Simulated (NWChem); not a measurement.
System: C3H7FSi; SMILES C1(C[SiH2]C1)F

NWChem input:

```
start job
memory heap 200 mb stack 900 mb global 1100 mb
geometry units angstroms
  F     -0.067256     2.179527     0.000000
  C     -0.487440     0.853183     0.000000
  C      0.029244     0.021808     1.195277
  Si     0.034734    -1.471720     0.000000
  C      0.029244     0.021808    -1.195277
  H     -1.602408     0.863690     0.000000
  H     -0.553921     0.070391     2.133107
  H      1.081859     0.308664     1.404063
  H      1.223335    -2.391040     0.000000
  H     -1.231204    -2.282105     0.000000
  H     -0.553921     0.070391    -2.133107
  H      1.081859     0.308664    -1.404063
end
basis spherical
  F library 6-31g*
  C library 6-31g*
  Si library 6-31g*
  H library 6-31g*
end
dft
  xc hfexch
  iterations 150
end
driver
  maxiter 120
end
task dft optimize
```

Excerpt of the output:

```
             Northwest Computational Chemistry Package (NWChem) 7.3.0
             --------------------------------------------------------

 CS  symmetry detected

                             Geometry "geometry" -> ""
                             -------------------------

 Output coordinates in angstroms (scale by  1.889725989 to convert to a.u.)

  No.       Tag          Charge          X              Y              Z
 ---- ---------------- ---------- -------------- -------------- --------------
    1 F                    9.0000     0.12876725    -2.14773054     0.00000000
    2 C                    6.0000    -0.36980493    -0.84881993     0.00000000
    3 C                    6.0000     0.09635429     0.01190205     1.19527700
    4 Si                  14.0000     0.01272266     1.50309680     0.00000000
    5 C                    6.0000     0.09635429     0.01190205    -1.19527700
    6 H                    1.0000    -1.48215964    -0.92583315     0.00000000
    7 H                    1.0000    -0.48287304    -0.07138913     2.13310700
    8 H                    1.0000     1.16420935    -0.21163827     1.40406300
    9 H                    1.0000     1.14435455     2.49169725     0.00000000
   10 H                    1.0000    -1.29931189     2.23650543     0.00000000
   11 H                    1.0000    -0.48287304    -0.07138913    -2.13310700
   12 H                    1.0000     1.16420935    -0.21163827    -1.40406300

 Effective nuclear repulsion energy (a.u.)     231.7083716430

      Symmetry information
      --------------------

 Group name             Cs
 Group number              2
 Group order               2
 No. of unique centers     9

                                Z-matrix (autoz)
                                --------

 Units are Angstrom for bonds and degrees for angles

      Type          Name      I     J     K     L     M      Value
      ----------- --------  ----- ----- ----- ----- ----- ----------
    1 Stretch                  1     2                       1.39131
    2 Stretch                  2     3                       1.54494
    3 Stretch                  2     5                       1.54494
    4 Stretch                  2     6                       1.11502
    5 Stretch                  3     4                       1.91294
    6 Stretch                  3     7                       1.10543
    7 Stretch                  3     8                       1.11080
    8 Stretch                  4     5                       1.91294
    9 Stretch                  4     9                       1.50264
   10 Stretch                  4    10                       1.50310
   11 Stretch                  5    11                       1.10543
   12 Stretch                  5    12                       1.11080
   13 Bend                     1     2     3               114.33048
   14 Bend                     1     2     5               114.33048
   15 Bend                     1     2     6               107.03822
   16 Bend                     2     3     4                86.42721
   17 Bend                     2     3     7               117.14816
   18 Bend                     2     3     8               108.86688
   19 Bend                     2     5     4                86.42721
   20 Bend                     2     5    11               117.14816
   21 Bend                     2     5    12               108.86688
   22 Bend                     3     2     5               101.36976
   23 Bend                     3     2     6               109.84597
   24 Bend                     3     4     5                77.34050
   25 Bend                     3     4     9               118.68121
   26 Bend                     3     4    10               114.74099
   27 Bend                     4     3     7               124.46704
   28 Bend                     4     3     8               108.44220
   29 Bend                     4     5    11               124.46704
   30 Bend                     4     5    12               108.44220
   31 Bend                     5     2     6               109.84597
   32 Bend                     5     4     9               118.68121
   33 Bend                     5     4    10               114.74099
   34 Bend                     7     3     8               109.21425
   35 Bend                     9     4    10               109.65477
   36 Bend                    11     5    12               109.21425
   37 Torsion                  1     2     3     4         147.74820
   38 Torsion                  1     2     3     7         -85.00700
   39 Torsion                  1     2     3     8          39.47047
   40 Torsion                  1     2     5     4        -147.74820
   41 Torsion                  1     2     5    11          85.00700
   42 Torsion                  1     2     5    12         -39.47047
   43 Torsion                  2     3     4     5         -19.45727
   44 Torsion                  2     3     4     9        -135.42150
   45 Torsion                  2     3     4    10          92.18376
   46 Torsion                  2     5     4     3          19.45727
   47 Torsion                  2     5     4     9         135.42150
   48 Torsion                  2     5     4    10         -92.18376
   49 Torsion                  3     2     5     4         -24.23483
   50 Torsion                  3     2     5    11        -151.47963
   51 Torsion                  3     2     5    12          84.04290
   52 Torsion                  3     4     5    11         140.23229
   53 Torsion                  3     4     5    12         -89.24915
   54 Torsion                  4     3     2     5          24.23483
   55 Torsion                  4     3     2     6         -91.91572
   56 Torsion                  4     5     2     6          91.91572
   57 Torsion                  5     2     3     7         151.47963
   58 Torsion                  5     2     3     8         -84.04290
   59 Torsion                  5     4     3     7        -140.23229
   60 Torsion                  5     4     3     8          89.24915
   61 Torsion                  6     2     3     7          35.32907
   62 Torsion                  6     2     3     8         159.80654
   63 Torsion                  6     2     5    11         -35.32907
   64 Torsion                  6     2     5    12        -159.80654
   65 Torsion                  7     3     4     9         103.80348
   66 Torsion                  7     3     4    10         -28.59126
   67 Torsion                  8     3     4     9         -26.71507
   68 Torsion                  8     3     4    10        -159.10982
   69 Torsion                  9     4     5    11        -103.80348
   70 Torsion                  9     4     5    12          26.71507
   71 Torsion                 10     4     5    11          28.59126
   72 Torsion                 10     4     5    12         159.10982

  xc_inp: hfexch multiplicative factor not found.

                           NWChem Geometry Optimization
                           ----------------------------

 maximum gradient threshold         (gmax) =   0.000450
 rms gradient threshold             (grms) =   0.000300
 maximum cartesian step threshold   (xmax) =   0.001800
 rms cartesian step threshold       (xrms) =   0.001200
 fixed trust radius                (trust) =   0.300000
 source of zmatrix                         =   autoz

          -------------------
          Energy Minimization
          -------------------

 Using diagonal initial Hessian
 Scaling for Hessian diagonals: bonds = 1.00  angles = 0.25  torsions = 0.10

          --------
          Step   0

[...]

      ----------------------
      Optimization converged
      ----------------------

  Step       Energy      Delta E   Gmax     Grms     Xrms     Xmax
  ---- ---------------- -------- -------- -------- -------- --------
@   10    -506.00217285 -1.4D-06  0.00018  0.00004  0.00067  0.00162
                                     ok       ok       ok       ok

                                Z-matrix (autoz)
                                --------

 Units are Angstrom for bonds and degrees for angles

      Type          Name      I     J     K     L     M      Value     Gradient
      ----------- --------  ----- ----- ----- ----- ----- ---------- ----------
    1 Stretch                  1     2                       1.37036    0.00006
    2 Stretch                  2     3                       1.53990    0.00002
    3 Stretch                  2     5                       1.53990    0.00002
    4 Stretch                  2     6                       1.08368    0.00018
    5 Stretch                  3     4                       1.90141    0.00002
    6 Stretch                  3     7                       1.08192    0.00008
    7 Stretch                  3     8                       1.08696    0.00016
    8 Stretch                  4     5                       1.90141    0.00002
    9 Stretch                  4     9                       1.47446    0.00005
   10 Stretch                  4    10                       1.47569   -0.00006
   11 Stretch                  5    11                       1.08192    0.00008
   12 Stretch                  5    12                       1.08696    0.00016
   13 Bend                     1     2     3               113.66202    0.00002
   14 Bend                     1     2     5               113.66202    0.00002
   15 Bend                     1     2     6               106.81079   -0.00004
   16 Bend                     2     3     4                87.06421    0.00001
   17 Bend                     2     3     7               115.95821    0.00001
   18 Bend                     2     3     8               108.99724   -0.00002
   19 Bend                     2     5     4                87.06421    0.00001
   20 Bend                     2     5    11               115.95821    0.00001
   21 Bend                     2     5    12               108.99724   -0.00002
   22 Bend                     3     2     5               101.22604   -0.00003
   23 Bend                     3     2     6               110.75889    0.00002
   24 Bend                     3     4     5                77.50152   -0.00001
   25 Bend                     3     4     9               118.69447   -0.00002
   26 Bend                     3     4    10               115.08260    0.00001
   27 Bend                     4     3     7               123.68231   -0.00004
   28 Bend                     4     3     8               110.26193    0.00002
   29 Bend                     4     5    11               123.68231   -0.00004
   30 Bend                     4     5    12               110.26193    0.00002
   31 Bend                     5     2     6               110.75889    0.00002
   32 Bend                     5     4     9               118.69447   -0.00002
   33 Bend                     5     4    10               115.08260    0.00001
   34 Bend                     7     3     8               108.86263    0.00002
   35 Bend                     9     4    10               109.07246    0.00001
   36 Bend                    11     5    12               108.86263    0.00002
   37 Torsion                  1     2     3     4         144.54979    0.00003
   38 Torsion                  1     2     3     7         -89.10421   -0.00001
   39 Torsion                  1     2     3     8          34.11833    0.00001
   40 Torsion                  1     2     5     4        -144.54979   -0.00003
   41 Torsion                  1     2     5    11          89.10421    0.00001
   42 Torsion                  1     2     5    12         -34.11833   -0.00001
   43 Torsion                  2     3     4     5         -17.97936   -0.00002
   44 Torsion                  2     3     4     9        -134.03945    0.00001
   45 Torsion                  2     3     4    10          94.08645   -0.00001
   46 Torsion                  2     5     4     3          17.97936    0.00002
   47 Torsion                  2     5     4     9         134.03945   -0.00001
   48 Torsion                  2     5     4    10         -94.08645    0.00001
   49 Torsion                  3     2     5     4         -22.29434   -0.00002
   50 Torsion                  3     2     5    11        -148.64034    0.00002
   51 Torsion                  3     2     5    12          88.13712    0.00000
   52 Torsion                  3     4     5    11         137.48657    0.00002
   53 Torsion                  3     4     5    12         -91.19956    0.00003
   54 Torsion                  4     3     2     5          22.29434    0.00002
   55 Torsion                  4     3     2     6         -95.20052    0.00000
   56 Torsion                  4     5     2     6          95.20052   -0.00000
   57 Torsion                  5     2     3     7         148.64034   -0.00002
   58 Torsion                  5     2     3     8         -88.13712   -0.00000
   59 Torsion                  5     4     3     7        -137.48657   -0.00002
   60 Torsion                  5     4     3     8          91.19956   -0.00003
   61 Torsion                  6     2     3     7          31.14548   -0.00004
   62 Torsion                  6     2     3     8         154.36802   -0.00002
   63 Torsion                  6     2     5    11         -31.14548    0.00004
   64 Torsion                  6     2     5    12        -154.36802    0.00002
   65 Torsion                  7     3     4     9         106.45333    0.00000
   66 Torsion                  7     3     4    10         -25.42076   -0.00001
   67 Torsion                  8     3     4     9         -24.86054   -0.00001
   68 Torsion                  8     3     4    10        -156.73463   -0.00002
   69 Torsion                  9     4     5    11        -106.45333   -0.00000
   70 Torsion                  9     4     5    12          24.86054    0.00001
   71 Torsion                 10     4     5    11          25.42076    0.00001
   72 Torsion                 10     4     5    12         156.73463    0.00002

                         Geometry "geometry" -> "geometry"
                         ---------------------------------

 Output coordinates in angstroms (scale by  1.889725989 to convert to a.u.)

  No.       Tag          Charge          X              Y              Z
 ---- ---------------- ---------- -------------- -------------- --------------
    1 F                    9.0000     0.19753487    -2.10357958     0.00000000
    2 C                    6.0000    -0.35795749    -0.85085958     0.00000000
    3 C                    6.0000     0.08342579     0.02092287     1.19015431
    4 Si                  14.0000     0.02618990     1.50267902     0.00000000
    5 C                    6.0000     0.08342579     0.02092287    -1.19015431
    6 H                    1.0000    -1.43332374    -0.98486250     0.00000000
    7 H                    1.0000    -0.52247723    -0.05507730     2.08327093
    8 H                    1.0000     1.11295465    -0.21972312     1.44242089
    9 H                    1.0000     1.15217883     2.45461727     0.00000000
   10 H                    1.0000    -1.24247957     2.25642560     0.00000000
   11 H                    1.0000    -0.52247723    -0.05507730    -2.08327093
   12 H                    1.0000     1.11295465    -0.21972312    -1.44242089

 Effective nuclear repulsion energy (a.u.)     233.8841569115

      Symmetry information
      --------------------

 Group name             Cs
 Group number              2
 Group order               2
 No. of unique centers     9

                Final and change from initial internal coordinates
                --------------------------------------------------

                                Z-matrix (autoz)
                                --------

 Units are Angstrom for bonds and degrees for angles

[...]
```

Level: Hartree-Fock/6-31G* (spherical d).
